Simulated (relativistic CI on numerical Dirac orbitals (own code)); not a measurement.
Computed by Dirac-Coulomb-Breit CI, separate exchange-only KLI orbitals for each configuration, model QED, unscaled Slater integrals (own radial code, finite nucleus).

The strongest absorption lines from the ground level of an ion, among the configurations computed and to levels below about 257 eV (vacuum wavelength in nm, gf): 4.9428 (0.41), 5.3009 (0.92), 10.807 (8.5), 10.821 (4.3), 11.200 (2.4), 11.314 (0.89), 13.584 (0.52), 13.667 (0.35).

Task: Which ion is it?
A. Xe²¹⁺
B. Xe¹⁷⁺
C. Sn¹⁵⁺
D. Xe¹⁹⁺

Result: D. Xe¹⁹⁺ has 35 electrons and the ground level 4s²4p⁵ ²P°3/2; the strongest line goes to 4s²4p⁴4d ²D5/2. The pattern of lines fixes the number of electrons, and along that sequence the line energies rise steadily with the charge (about as its square where n changes within one kind of shell, about linearly where n is kept but much faster in heavy ions where fine structure, which grows about as Z⁴, sets the gap, and irregularly where shells cross), which fixes Z. Configurations outside the model, such as inner-shell arrays, can give stronger lines. At this charge energies of transitions that change n are usually good to better than 1 %, and those within a shell (Δn = 0) to a few per cent.

LS names give the leading component of a level, which can be under half, so a name can repeat, a term be missing and a line seem to break the LS rules.
